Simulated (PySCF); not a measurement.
Telling isomers of C3H5ClN2Si apart by NMR

Calculated, not measured (PySCF): σ from GIAO-PBE0/pcSseg-1, structure optimised with GFN2-xTB. One averaged value for each set of equivalent atoms, isolated molecule, non-relativistic, a single conformation.

Chemical shifts δ = σref − σ; TMS for 1H, 13C, all at this level. Where no couplings were computed, multiplicities follow the n + 1 count of equivalent neighbours, and m marks all less simple cases (inequivalent or close neighbours, rings, F or P nearby). Shifts are as computed. Against solution values, carbons near 30 ppm lie about +3 ppm off and those near 130 ppm about +5 ppm; carbons on Cl a further +6 ppm. Of 1309 compounds with measured shifts, 239 miss one by over three times the rms of a fit or turn the order of signals round; such compounds aren't used in these exercises. Carbons bonded to Cl come out too deshielded.

(1) Tabulate the signals of `[SiH3]n1cncc1Cl`, `Cl[SiH2]n1ccnc1` and their relative energies.

(2) What is the quickest way to tell [SiH3]n1cncc1Cl from Cl[SiH2]n1ccnc1?

Results:

(1) 
```tsv
SMILES	carbon types	δC	δH	E rel. (kcal/mol)
[SiH3]n1cncc1Cl	1×C 2×CH	142.2, 134.0, 128.6	7.26 (m, 1H), 7.22 (m, 1H), 4.99 (s, 3H)	37.7
Cl[SiH2]n1ccnc1	3×CH	142.0, 139.3, 123.6	7.56 (m, 1H), 7.31 (m, 1H), 7.11 (m, 1H), 5.74 (s, 2H)	0.0
```

Energies are electronic energies at PBE0/pcSseg-1 on these geometries, without zero-point or thermal terms, each for the one conformer computed, which needn't be the lowest.

(2) Both give the same number of carbon signals, but DEPT or the intensities differ. The first has an aromatic carbon bearing chlorine (C) at 128.6 ppm, the second an aromatic CH next to a ring nitrogen at 123.6 ppm. Their most deshielded carbons lie at 142.2 and 142.0 ppm.
